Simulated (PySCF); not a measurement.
A species of formula C4H5BO has this rotational fingerprint, computed with PBE0-D3(BJ)/def2-SVP geometry optimisation, gas phase (PySCF 2.14.0):

| Item | Value |
| --- | --- |
| Rotational constants | A = 8945, B = 3761, C = 2648 MHz |
| Dipole components | \|μa\| = 2.31 D, \|μb\| = 0.62 D, \|μc\| = 0.00 D |
| Inertial defect | 0.00 u·Å² |
| κ | -0.65 |

Problem. Which structure is it? (One computed conformer of each.)
A. `Bc1ccco1`
B. `c1occ(c1)B`

Solution. A. It is Bc1ccco1, an asymmetric top, point group Cs. The candidates at the same level (rigid rotor, commonest isotopes):

```
  SMILES  A (MHz)  B (MHz)  C (MHz)  μa (D)  μb (D)  μc (D)  Δ (u·Å²)  point group           rotor
Bc1ccoc1     9051     3599     2575    1.30    0.14    0.00      0.00           Cs  asymmetric top
Bc1ccco1     8945     3761     2648    2.31    0.62    0.00      0.00           Cs  asymmetric top
```

`Bc1ccoc1` has B 4 % too low. In the right answer the mirror of this Cs structure is the ab plane, so μc vanishes by symmetry. No structure here is proved a minimum.
